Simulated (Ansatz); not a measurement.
Ansatz (an electronic-structure program) input for Cl₄Sn, SMILES [Cl][Sn-]([Cl])([Cl])[Cl] (connectivity only; charge and spin as stated), charge -1, multiplicity 2, PBE/def2-TZVPD. Coordinates come from a PBE0-D3(BJ)/def2-SVPD optimisation. The def2 effective core potentials stand for the cores of Sn; spin–orbit coupling is left out.

Ansatz 0.2 input:
```yaml
crystal:
  periodic: [false, false, false]
  atoms:
    - {symbol: Sn, position_ang: [0.00000000, 0.00000000, 0.00000000]}
    - {symbol: Cl, position_ang: [-1.44991577, 1.44991577, -1.44991577]}
    - {symbol: Cl, position_ang: [1.44991577, 1.44991577, 1.44991577]}
    - {symbol: Cl, position_ang: [1.44991577, -1.44991577, -1.44991577]}
    - {symbol: Cl, position_ang: [-1.44991577, -1.44991577, 1.44991577]}
basis:
  gaussian:
    orbitals: def2-TZVPD
hamiltonian:
  xc: {name: PBE}
total_charge: -1
magnetization: {spin_polarized: true, initial_magnetization: 1}
```

Output:

```
WARN ansatz: RAYON_NUM_THREADS=2 ignored (pool sized by the plan → 2); use --threads N
Functional definition: PBE
integrals: 0.27 GiB planned
1524 factors; their error is unknown
mean field: 1.63 GiB planned
mean field evaluation 1: about -55910.1108 eV, gradient 1.3e1 eV
mean field evaluation 2: about -55906.8948 eV, gradient 2.9e1 eV
mean field evaluation 4: about -55911.0516 eV, gradient 9.0e-1 eV
mean field evaluation 8: about -55911.0344 eV, gradient 6.6e-2 eV
mean field evaluation 16: about -55911.0345 eV, gradient 2.5e-5 eV
mean field -55911.03446581 eV, -2054.6926187582 hartree, gradient 2.5e-5 eV, S^2 0.750920; 0 other end points of the search recorded, 0 dependent functions left out
reference -55911.03453071 eV, -2054.6926211433 hartree; 46, 45 occupied and 194, 195 virtual orbitals, 1524 factors
Total energy: -55911.03453071 eV, -2054.6926211433 hartree
```

The run converged.

Cost: around 15 core-seconds (rough).
